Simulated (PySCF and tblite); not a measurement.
Values are calculated unless marked as measured or tabulated.
C₆H₇NS, numbered as in [CH3:1][S:2]/[CH:3]=[CH:4]\[CH:5]=[CH:6]\[C:7]#[N:8].

Level: PBE0-D3(BJ)/def2-SVP (IEF-PCM, cyclohexane)//GFN2-xTB, thermal terms from GFN2-xTB, symmetry numbers and mirror pairs counted. Conformers within 2.5 kcal/mol (GFN2-xTB free energy) were kept, 4 at most. GIAO shieldings: KT3/pcSseg-1 (IEF-PCM, cyclohexane). Shifts are against TMS (¹H), TMS (¹³C) at the same level. Programs: PySCF with density fitting and tblite.

Q: List the conformer-averaged shifts at 298.15 K.

A: ¹H: 7.18 (H5, 1H), 6.30 (H3, 1H), 6.14 (H4, 1H), 5.03 (H6, 1H), 2.49 (H1, 3H) ppm. ¹³C: 141.3 (C3), 139.5 (C5), 117.5 (C4), 115.8 (C7), 90.4 (C6), 23.1 (C1) ppm.

Q: How do the conformers differ?

A: Torsions listed: C1–S2–C3–C4, C3–C4–C5–C6.
```tsv
conformer	shape	weight %
1	180°, 180°	92.3
2	180°, 0°	7.7
```

```json
{"signal": "H1", "1": "2.48", "2": "2.57", "average": "2.49"}
{"signal": "H3", "1": "6.27", "2": "6.60", "average": "6.30"}
{"signal": "H4", "1": "6.14", "2": "6.19", "average": "6.14"}
{"signal": "H5", "1": "7.20", "2": "6.90", "average": "7.18"}
{"signal": "H6", "1": "5.00", "2": "5.43", "average": "5.03"}
{"signal": "C1", "1": "23.0", "2": "25.3", "average": "23.1"}
{"signal": "C3", "1": "141.4", "2": "140.4", "average": "141.3"}
{"signal": "C4", "1": "117.8", "2": "114.5", "average": "117.5"}
{"signal": "C5", "1": "139.6", "2": "138.9", "average": "139.5"}
{"signal": "C6", "1": "90.2", "2": "92.8", "average": "90.4"}
{"signal": "C7", "1": "115.8", "2": "116.0", "average": "115.8"}
```

The minima are those of GFN2-xTB; planar forms about aryl–S or allylic bonds may be saddles in DFT. Shifts are unscaled: against experiment ¹³C can be off by 15 ppm or more and ¹H by 0.8 ppm.
